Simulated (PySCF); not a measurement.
**Which functional comes closest?**

Molecule: `CN(C)C(C)(C)C`, C6H15N.

Structure with atom numbers: `[CH3:1][N:2]([CH3:3])[C:4]([CH3:5])([CH3:6])[CH3:7]`; H(Xn) means a hydrogen on atom n.

Geometry PBE0-D3(BJ)/def2-SVP throughout; GIAO in PySCF 2.14.0 with density-fitted response routines, gas phase, one conformer, non-relativistic; equivalent atoms averaged; basis pcSseg-1.

Reference values (measured; solution, not stated per compound (mostly CDCl3 or CCl4); Pretsch, Buehlmann, Badertscher, Structure Determination of Organic Compounds, 4th ed. (2009)): δ(C4) = 53.6 ppm, δ(C5/C6/C7) = 25.4 ppm. Computed shifts are taken against TMS, calculated as an isolated molecule at each level.

**Question.** How do the functionals HF, LDA, PBE, KT2, KT3, B97-D, PBE0, B97-2, BHandHLYP, wB97X-D perform against the reference? Times are CPU seconds on shared hosts with different chips, so compare them loosely; the GGAs took longer than the global hybrids here, which isn't the general rule, and the cause wasn't traced.

**Answer.** 
```tsv
functional	kind	C4	C5/C6/C7	mean abs. error C	core-s
HF	Hartree–Fock	43.4	25.8	5.3	15
LDA	LDA	56.7	27.3	2.5	31
PBE	GGA	55.1	26.8	1.5	41
KT2	GGA	54.9	26.2	1.0	41
KT3	GGA	53.7	25.6	0.2	41
B97-D	GGA	54.5	26.7	1.1	47
PBE0	global hybrid	52.1	26.6	1.4	32
B97-2	global hybrid	52.0	26.4	1.3	28
BHandHLYP	global hybrid	50.1	26.8	2.5	26
wB97X-D	range-separated hybrid	51.7	27.2	1.8	40
```

For ¹³C the closest is KT3 (0.2 ppm) and the furthest HF (5.3 ppm). One molecule is a small sample, and vibrational and solvent effects are absent from the calculation.
